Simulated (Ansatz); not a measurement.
`[O]=[Mo](=[O])([F])[F]`, 5 atoms. Charge 0, multiplicity 1. Correlated methods include outer-core shells of Mo, which these sets cover unevenly. Mo takes the def2 core potential. All runs use 2 threads of a server CPU on a shared host. Correlated methods freeze the cores.

How many basis functions does each run have, and how long does it take in Ansatz? direct RPA on PBE orbitals/def2-TZVPP energy; RKS PBE0-D4/def2-TZVP frequencies; RKS BHLYP-D4/def2-TZVPP energy; RKS PBE0-D4/def2-TZVP relaxation (4 steps); RKS SPW92/def2-TZVPP energy; RKS ωB97M-V/def2-QZVPP energy; RKS B2PLYP (frozen core)/def2-TZVPP energy; RHF-MP2/def2-QZVPP energy; RHF-CCSD(T)/def2-SVP energy; RKS ωB97M-V/def2-SVP energy; RHF-CCSD(T)/def2-TZVPP energy; RKS B97M-V/def2-TZVPP energy. (Best estimate.)

Ansatz gave: Other jobs shared the machine, so times are rough.

```csv
level,job,functions,wall time,peak host memory (GiB)
RKS SPW92/def2-TZVPP,energy,180,1.3 s,0.2
RKS BHLYP-D4/def2-TZVPP,energy,180,2.8 s,0.37
RKS ωB97M-V/def2-SVP,energy,87,4 s,0.28
RHF-CCSD(T)/def2-SVP,energy,87,4.9 s,0.34
direct RPA on PBE orbitals/def2-TZVPP,energy,180,6 s,0.39
RKS B97M-V/def2-TZVPP,energy,180,7 s,0.29
RKS B2PLYP (frozen core)/def2-TZVPP,energy,180,7.5 s,0.46
RHF-MP2/def2-QZVPP,energy,309,12 s,1.1
RKS ωB97M-V/def2-QZVPP,energy,309,14 s,0.9
RKS PBE0-D4/def2-TZVP,relaxation (4 steps),164,16 s,0.36
RKS PBE0-D4/def2-TZVP,frequencies,164,25 s,0.35
RHF-CCSD(T)/def2-TZVPP,energy,180,27 s,1.3
```
